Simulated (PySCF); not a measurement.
**Zr²⁺: ionisation energy**

Zr²⁺ [Kr] 4d2 (3F) → Zr³⁺ [Kr] 4d1 (2D), as a difference of total energies. Calculation: PySCF 2.14, in ANO-RCC-VTZP (7s6p4d2f1g, 68 functions); the spin-free X2C one-electron Hamiltonian (Gaussian nucleus). Correlated levels: valence and next inner shell: [Ar] 3d10 frozen. The calculations carry no spin-orbit coupling.

```
                                method  ionisation energy (eV)  plus first-order spin-orbit estimate  difference from reference of that sum (eV)
                                   UHF                  22.395                                22.409                                      -0.761
    MP2 (valence and next inner shell)                  22.931                                22.945                                      -0.225
SCS-MP2 (valence and next inner shell)                  22.841                                22.856                                      -0.314
   CCSD (valence and next inner shell)                  22.945                                22.960                                      -0.210
CCSD(T) (valence and next inner shell)                  22.964                                22.978                                      -0.192
```

Reference: 23.170 eV (semi-empirical (NIST evaluation); NIST Atomic Spectra Database, ionization energies).

A first-order spin-orbit estimate (lowest level to lowest level, LS coupling) adds 0.015 eV.

Errors of the correlated levels include the incompleteness of this basis and the frozen core.
